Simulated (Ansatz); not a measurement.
Ansatz results at the PBE0-D4/def2-TZVP geometry: size of the dipole moment (B3LYP/def2-TZVPP) 2.32 D; HOMO energy (PBE/def2-TZVPP) -6.03 eV; size of the dipole moment (ωB97M-V/def2-TZVPP) 2.36 D.

Each molecule was computed in one conformer, which needn't be the lowest.

Question: Which molecule gave them?
A. `OC([SiH3])[SiH2]Cl`
B. `S[SiH2]BCl`
C. `N=C[Si](N)(O)S`
D. `OC(O)=S`

Answer: C. The others give `OC([SiH3])[SiH2]Cl`: 1.10, -6.46, 1.10; `S[SiH2]BCl`: 0.77, -6.17, 0.86; `OC(O)=S`: 3.24, -5.63, 3.30.

B3LYP here is the variant with VWN-RPA as its local correlation; programs differ in this.
